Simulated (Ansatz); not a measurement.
Relaxation of the cluster Li6H7⁻ (charge -1, singlet) with RKS PBE0-D4/def2-TZVPD in Ansatz.

Positions (Å) and forces (eV/Å) at step 25 of 25:

```xyz
13
step=25 energy=-1341.6847 eV
Li    0.729   -1.342   -1.032    0.005   -0.003    0.001
Li    1.849    0.292    0.509   -0.001   -0.003    0.002
Li   -0.591    1.231    1.240   -0.006   -0.003   -0.003
Li    0.135    1.417   -1.018   -0.001    0.004    0.002
Li   -1.414   -0.306   -0.998   -0.001    0.003    0.000
Li   -0.728   -1.273    1.266    0.003   -0.001    0.004
H     1.162    2.009    0.441    0.004   -0.004   -0.003
H     0.134   -0.117    0.209    0.000   -0.002   -0.001
H     2.395   -1.225   -0.249   -0.001   -0.002    0.000
H     0.000   -0.030   -2.190   -0.002    0.004    0.002
H    -1.610    1.432   -0.348   -0.006    0.001   -0.003
H    -1.127   -2.050   -0.365    0.005    0.007    0.004
H    -0.934   -0.037    2.535    0.002   -0.001   -0.004
```

The structure comes from a short search, and lower isomers may exist.
